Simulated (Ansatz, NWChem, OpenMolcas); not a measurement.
**A ladder of methods for InPH6 (SMILES [PH3+][InH3-])**

InPH6: 8 atoms, total charge 0, spin state singlet. As SMILES, `[PH3+][InH3-]`. The coordinates come from a PBE0-D4/def2-TZVP relaxation.

```xyz
8

P    -0.5933    0.0626   -1.0266
In    0.8220   -0.0999    1.3628
H    -1.9975   -0.0772   -1.0218
H    -0.3189   -0.8557   -2.0621
H    -0.5268    1.2405   -1.8008
H     0.0233    1.2408    2.1119
H     2.3761    0.1407    0.6389
H     0.3074   -1.7088    1.7418
```

Quantity: the electronic atomisation energy, in eV. The values are calculated. Electronic energies at fixed atoms, without zero-point motion or spin-orbit coupling.

```tsv
level	kind	program	value (eV)
SVWN5/def2-SVP (core potential)	LDA	OpenMolcas	20.61
revPBE/def2-SVP (core potential)	GGA	OpenMolcas	17.36
BHLYP/def2-SVP (core potential)	global hybrid	OpenMolcas	18.01
M06-2X/def2-SVP (core potential)	hybrid meta-GGA	NWChem	17.99
r2SCAN0/def2-SVP (core potential)	hybrid meta-GGA	Ansatz	18.11
wB97M-V/def2-SVP (core potential)	range-separated hybrid	Ansatz	18.78
BCCD(T)/def2-SVP (core potential)	coupled cluster or CI	Ansatz	17.20
CCSD/def2-SVP (core potential)	coupled cluster or CI	Ansatz	17.08
```

Correlated wave functions underbind in double-zeta sets. The values span 17.08 to 20.61 eV. In the correlated wave-function rows the outer d shell of In is correlated, in sets not made for it.
